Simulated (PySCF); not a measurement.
Species: C₇H₇N₂ (doublet state).
Structure used (GFN2-xTB), in Å, numbered top down from 1:
```xyz
16
C7H7N2 angstrom
C      3.1672    1.1601    0.7426
C      2.0708    0.3558    0.2776
C      1.1369   -0.3113   -0.1118
C      0.0924   -1.1013   -0.5723
C      0.4100   -2.3199   -1.1771
N      0.6584   -3.3273   -1.6773
C     -1.2737   -0.7227   -0.4527
N     -1.6137    0.3789    0.0975
C     -2.9859    0.7203    0.2022
H      3.7332    0.6141    1.4985
H      3.8357    1.3885   -0.0885
H      2.7973    2.0900    1.1731
H     -2.0084   -1.4340   -0.8602
H     -3.1369    1.6864   -0.2847
H     -3.2239    0.8549    1.2600
H     -3.6670   -0.0236   -0.2357
```

The hyperfine couplings belong to this conformer and change with its torsions.

As a line formula: `C(#CC)[C](/C=N/C)C#N` [radical].

Computed, not measured: UKS B3LYP, pcH-1 on C H N, non-relativistic, mean-field spin-orbit, GIAO (PySCF). Isolated species at its GFN2-xTB geometry (one conformer only). The geometry wasn't refined by DFT: couplings that depend on bond lengths, twists or pyramidal angles can differ widely from those at the functional's own minimum. No stability test was run, so a lower SCF solution isn't excluded. ⟨S²⟩ is 0.778 where a pure state has 0.75.

(1) Predict the first-order ENDOR lines of N8, N6, H14/H15/H16, H10/H11/H12 and H13 under fast tumbling at B = 339.8 mT (X band).

(2) Which pairs are centred on the nuclear Larmor frequency, and which on half the coupling?

(3) At what field would the lower line of N6 fall to zero frequency?

Answers

(1) ν± = |νn ± a/2|, one line for each electron-spin manifold; νn = |g_N| × 7.62259 MHz/T × B.

```tsv
nuclei	isotope	g_N	νn (MHz)	a_iso (MHz)	lower line (MHz)	upper line (MHz)
N8	14N	0.4038	1.05	12.27	5.09	7.18
N6	14N	0.4038	1.05	5.37	1.64	3.73
H14/H15/H16	1H	5.5857	14.47	33.59	2.33	31.26
H10/H11/H12	1H	5.5857	14.47	29.98	0.52	29.46
H13	1H	5.5857	14.47	6.95	10.99	17.94
```

(2) Centred on νn, since |a| < 2νn: H13. Centred on |a|/2 and split by 2νn: N8, N6, H14/H15/H16 and H10/H11/H12.

(3) Where νn = |a|/2, that is B = 2.68 MHz/(0.4038 × 7.62259 MHz/T) = 872 mT, as far as first order holds there.

Means are taken over nuclei equivalent by connectivity, which assumes that they swap fast. The three 1H nuclei of mean +33.6 MHz run from 0.0 to 51.4 MHz in the frozen geometry. The three 1H nuclei of mean +30.0 MHz run from 4.1 to 43.8 MHz in the frozen geometry.
